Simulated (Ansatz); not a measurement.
Two isomers of CH6OSSi2: A = `[SiH3]OC1[SiH2]S1`, B = `O[Si]1(S)C[SiH2]1`.

Computed with Ansatz on PBE0-D4/def2-TZVP structures; ΔE is electronic, products minus reactants. CCSD(T)/CBS is the MP2 limit (def2-TZVPP, def2-QZVPP) plus CCSD(T) − MP2 in def2-TZVPP, frozen cores. DFT in def2-TZVPP. B3LYP here is the variant with VWN-RPA as its local correlation; programs differ in this. One conformer a species, not always the lowest.

Q: Which is lower in electronic energy at CCSD(T)/CBS, and by how much? (Estimate.)

A: Computed: B, by 23.5 kcal/mol.

Q: Give E(B) − E(A) in kcal/mol with r2SCAN-D4, B3LYP, HF/def2-TZVPP, CCSD/def2-TZVPP, PBE0-D4, CCSD(T)/def2-TZVPP, PBE-D4. (An estimate is asked.)

A: Computed: r2SCAN-D4 -25.2, B3LYP -21.9, HF/def2-TZVPP -18.5, CCSD/def2-TZVPP -23.1, PBE0-D4 -25.9, CCSD(T)/def2-TZVPP -23.1, PBE-D4 -25.6. None reverses the order clearly.

Largest T1 diagnostic: 0.014.

In def2-TZVPP, CCSD(T) changes the Hartree–Fock value by −4.6 kcal/mol (the triples alone add −0.1 kcal/mol) and MP2 by −4.8 kcal/mol.
